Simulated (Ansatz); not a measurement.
Computed with Ansatz on PBE0-D4/def2-TZVP structures; ΔE is electronic, products minus reactants. CBS: MP2 limit from def2 TZ/QZ plus the TZ coupled-cluster correction, frozen cores. DFT in def2-TZVPP. B3LYP here is the variant with VWN-RPA as its local correlation; programs differ in this. For Se outer-core shells are correlated without core-valence functions, which leaves a few kJ/mol of doubt a bond. Scalar relativity is left out up to krypton. Each species was taken in one conformer, which may not be the lowest.

`FCO[SiH2]F` + `O[SiH]([SiH3])[SeH]` → `FCO[SiH2][SeH]` + `O[SiH](F)[SiH3]`  (redistribution)

| level | ΔE (kcal/mol) | difference from CCSD(T)/CBS |
| --- | --- | --- |
| r2SCAN-D4 | 0.8 | 0.1 |
| PBE0-D4 | 0.6 | -0.1 |
| B3LYP-D4 | 0.5 | -0.2 |
| ωB97X-V | 0.1 | -0.6 |
| B2PLYP | 0.5 | -0.2 |
| PBE | 0.4 | -0.3 |
| r2SCAN | 0.7 | 0.0 |
| PBE0 | 0.5 | -0.2 |
| B3LYP | 0.2 | -0.5 |
| MP2/def2-TZVPP | 1.0 | 0.3 |
| SCS-MP2/def2-TZVPP | 0.8 | 0.1 |
| CCSD/def2-TZVPP | 0.5 | -0.2 |
| CCSD(T)/def2-TZVPP | 0.6 | -0.1 |
| MP2/def2-QZVPP | 1.1 | 0.4 |
| HF/CBS(def2) | 0.4 | -0.3 |
| MP2/CBS(def2) | 1.1 | 0.4 |
| CCSD(T)/CBS | 0.7 | 0 |

Largest T1 diagnostic among the species: 0.013.
